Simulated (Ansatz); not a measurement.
`C=[CH][GaH][GeH3]` + HCl → `[Cl][GeH3]` + `C=[CH][GaH2]` at 700 K and 1 bar (cleavage of the Ge–Ga bond).

Program: Ansatz. Geometries: PBE0-D4/def2-TZVP. ΔE: electronic, gas phase. CBS: MP2 limit from def2 TZ/QZ plus the TZ coupled-cluster correction, frozen cores. This one scheme is used for every species. For Ga, Ge outer-core shells are correlated without core-valence functions, which leaves a few kJ/mol of doubt a bond. Scalar relativity is left out up to krypton. Each species was taken in one conformer, which may not be the lowest.

```
            species  CCSD(T)/CBS energy (Eh)  H − E (kJ/mol)  S (J/(mol·K))
`C=[CH][GaH][GeH3]`              -4080.33471           272.6          506.2
                HCl               -460.38127            38.4          211.8
       `[Cl][GeH3]`              -2537.71925           104.5          321.9
     `C=[CH][GaH2]`              -2003.00582           201.1          382.4
```

H − E and S are ideal-gas, rigid-rotor, harmonic terms from PBE0-D4/def2-TZVP, for one conformer and one mirror image of each species. 1 Eh = 2625.50 kJ/mol, R = 8.31446 J/(mol·K).

Problem. By hand: ΔE, ΔH, ΔS and ΔG.

Solution. ΔE = (-2537.71925) + (-2003.00582) − (-4080.33471) − (-460.38127) = -0.00909 Eh = -23.9 kJ/mol. Δ(H − E) = 104.5 + 201.1 − 272.6 − 38.4 = -5.4, so ΔH = -29.3 kJ/mol. ΔS = 321.9 + 382.4 − 506.2 − 211.8 = -13.7 J/(mol·K). ΔG = -29.3 − 700 × (-13.7)/1000 = -19.7 kJ/mol.

Problem. By hand: the equilibrium constant, and the temperature at which ΔG would vanish if ΔH and ΔS stayed fixed.

Solution. log₁₀ K = −ΔG/(RT ln 10) = 1.5. ΔG = 0 at ΔH/ΔS = 2139 K, though so small a ΔS makes that figure unsure.

The number of gas molecules stays the same, so ΔS is small and ΔH decides. A doubt of 5 kJ/mol in ΔE shifts log₁₀ K by 0.4 here. Other conformers and mirror images would add mixing entropy, several J/(mol·K) or more a flexible species. Modes under 60 cm⁻¹, often nearly free rotors, make the harmonic entropy too high. These are equilibria of isolated gas molecules and say nothing of rates. Largest T1 diagnostic: 0.013 (customary marks: 0.02 for closed shells, 0.045 for open ones).
